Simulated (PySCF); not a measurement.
**Simulated absorption spectrum**

Compound: C₆H₇FS.
Z-matrix (Å and degrees, GFN2-xTB geometry), rows numbered from 1:
```
F 
C   1  1.3806
C   2  1.5261  1  109.34
C   3  1.4901  2  110.41  1  -171.25
C   4  1.3400  3  122.82  2    22.48
C   5  1.4349  4  122.52  3     1.82
S   6  1.6360  5  121.30  4  -178.55
C   6  1.4974  5  117.43  4     3.44
H   2  1.0983  1  106.06  3   119.36
H   3  1.0919  2  110.38  1    66.00
H   3  1.0965  2  108.67  1   -51.15
H   4  1.0804  3  116.83  2  -157.73
H   5  1.0799  4  120.96  3  -178.85
H   8  1.0965  2  108.47  1    57.75
H   8  1.0912  2  110.79  1   -60.00
```

Computed with PySCF 2.14.0, density-fitted response routines, TDDFT B3LYP/def2-SVPD, vertical, gas phase, core orbitals frozen in the response.

Broadening: Gaussians 0.4 eV wide at half height, area fixed by f = 4.319×10⁻⁹ ∫ε dν̃. The cross-section is σ = 3.8235×10⁻²¹ ε cm², given in Mb (10⁻¹⁸ cm²). The width is an assumption, not a result. The curve ends short of the highest state used, and states not computed would add to its high-energy end.

(E (eV), σ (Mb)): (1.50, 0.00), (1.59, 0.00), (1.69, 0.00), (1.79, 0.00), (1.89, 0.01), (1.99, 0.01), (2.08, 0.01), (2.18, 0.01), (2.28, 0.01), (2.38, 0.00), (2.47, 0.00), (2.57, 0.00), (2.67, 0.00), (2.77, 0.00), (2.87, 0.00), (2.96, 0.00), (3.06, 0.00), (3.16, 0.00), (3.26, 0.00), (3.35, 0.00), (3.45, 0.00), (3.55, 0.00), (3.65, 0.00), (3.75, 0.00), (3.84, 0.01), (3.94, 0.13), (4.04, 0.95), (4.14, 4.96), (4.23, 16.31), (4.33, 44.06), (4.43, 84.15), (4.53, 113.65), (4.63, 108.53), (4.72, 77.42), (4.82, 38.31), (4.92, 13.56), (5.02, 3.92), (5.11, 2.12), (5.21, 2.93), (5.31, 4.58), (5.41, 6.19), (5.51, 7.35), (5.60, 7.79), (5.70, 7.32)

Task: Where are the band maxima, and which computed states make them?

Result: 272 nm (4.57 eV), ε about 30000, made up of S2 (100%); 221 nm (5.61 eV), ε about 2000, made up of S5 (37%) and S6 (57%) (ε in L mol⁻¹ cm⁻¹; maxima over ε = 5, shares over 10%). The states used: S1 2.10 eV (f 0.0001); S2 4.57 eV (f 0.451); S3 5.29 eV (f 0.0055); S4 5.34 eV (f 0.0027); S5 5.49 eV (f 0.015); S6 5.72 eV (f 0.021); S7 6.11 eV (f 0.0057); S8 6.30 eV (f 0.040).

Task: On this curve, what absorbance would a 10⁻⁵ mol/L sample give at 266 nm over a 1 cm path?

Result: 266 nm is 4.661 eV, where ε is about 26000 L mol⁻¹ cm⁻¹, so A = ε c l ≈ 0.26 (Beer–Lambert, with the gas-phase spectrum and the assumed width).

Task: What would ε be at 4.57 eV, the highest of these maxima, with half the width (0.2 eV)?

Result: About 60800 L mol⁻¹ cm⁻¹ against 30400, a factor of about 2.00; a lone state at its own centre would give exactly 2.

Task: Does any computed singlet lie in the visible range?

Result: S1 lies in the visible range (380 to 750 nm), at 591 nm, dark in the vertical dipole picture (f under 0.0005); light of that wavelength is yellow, and its complementary colour is blue; a Tamm–Dancoff triplet lies at 737 nm, without intensity as long as spin–orbit coupling is left out.

The run took 75 s wall on an Arm Neoverse N1 with one thread, no GPU, on a shared host, and the process peaked at 0.90 GiB of memory.

One conformer stands for the species.
